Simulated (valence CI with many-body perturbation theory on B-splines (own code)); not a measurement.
## Missing levels of Au⁷⁴⁺

Calculated by valence CI with perturbative core correlation (CI+MBPT): three valence electrons over a frozen Dirac-Fock core [He], radial functions for each j: 11 s, 11 p, 10 d, 8 f, 5 g, 2 h, with the one-electron correlation potential Σ1, the two-electron term Σ2, the three-electron term Σ3, Breit, model QED; selected CI, second order for the rest, scaled by the run's own slope (own B-spline code, finite nucleus).

No measured spectrum was set against this ion. As an estimate, large intervals hold to a few tenths of a per cent, small ones and those within an open d or f shell to about a per cent.

| Level | E (eV) |
| --- | --- |
| (2s^2 2p1/2) J=1/2 | 0.0 |
| (2s 2p1/2^2) J=1/2 | ? |
| (2s^2 2p3/2) J=3/2 | 1977.3 |
| (2s 2p1/2 2p3/2) J=3/2 [a] | 2193.0 |
| (2s 2p1/2 2p3/2) J=5/2 | ? |
| (2s 2p1/2 2p3/2) J=1/2 | ? |
| (2s 2p1/2 2p3/2) J=3/2 [b] | 2317.3 |
| (2p1/2^2 2p3/2) J=3/2 | 2631.9 |
| (2s 2p3/2^2) J=5/2 | 4188.0 |
| (2s 2p3/2^2) J=1/2 | ? |
| (2s 2p3/2^2) J=3/2 | 4308.3 |
| (2p1/2 2p3/2^2) J=3/2 | 4554.4 |
| (2p1/2 2p3/2^2) J=5/2 | 4576.9 |
| (2p1/2 2p3/2^2) J=1/2 | 4641.0 |
| (2p3/2^3) J=3/2 | ? |
| (2s^2 3s) J=1/2 | 12406.8 |
| (2s^2 3p1/2) J=1/2 | ? |
| (2s 2p1/2 3s) J=1/2 [a] | 12611.0 |
| (2s 2p1/2 3s) J=3/2 | 12641.1 |
| (2s 2p1/2 3s) J=1/2 [b] | 12675.8 |

Levels are named by their leading jj configuration (3d3/2^4 stands for four electrons in 3d with j = 3/2), which in mixed levels can hold well under half, so a name can repeat and another be missing. Letters in brackets count levels of one name in rising energy.

(1) The levels stand in rising order. What does the calculation give for the missing energies?

Results:

(1) (2s 2p1/2^2) J=1/2 304.8; (2s 2p1/2 2p3/2) J=5/2 2234.9; (2s 2p1/2 2p3/2) J=1/2 2315.5; (2s 2p3/2^2) J=1/2 4307.8; (2p3/2^3) J=3/2 6578.5; (2s^2 3p1/2) J=1/2 12506.6.
